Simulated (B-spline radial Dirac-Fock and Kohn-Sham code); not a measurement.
## Ca¹⁴⁺: scattering cross sections and density moments

System: calcium as Ca¹⁴⁺ in the configuration [He] 2s2 2p2.

These are calculated numbers from an atomic code on a B-spline grid; the model is relativistic Hartree-Fock (Dirac-Fock) wave functions, averaged over the configuration.

* Sum of ⟨r⟩: 1.398 bohr
* Sum of ⟨r²⟩: 0.4791 bohr²
* Sum of ⟨1/r⟩: 57.288 per bohr
* Langevin diamagnetic susceptibility: -0.379 × 10⁻⁶ cm³/mol
* Lamb shielding (α²/3)Σ⟨1/r⟩: 1017 ppm

Coherent scattering is the Thomson cross section weighted by f₀², without anomalous dispersion; incoherent scattering is Klein-Nishina weighted by S. The Lamb formula is the non-relativistic shielding expression. Electron correlation is left out. A dash stands where the photon energy is too low for the impulse approximation behind that column.

```tsv
hν (keV)	coherent (b)	incoherent (b)	incoherent per electron (b)
1	23.86	–	–
2	23.59	–	–
8.0478	19.10	0.5789	0.0965
10	17.17	0.8067	0.134
20	9.311	1.725	0.287
30	5.645	2.160	0.360
100	0.9556	2.635	0.439
500	0.04679	1.717	0.286
```

Incoherent scattering overtakes coherent scattering between 30 and 100 keV.
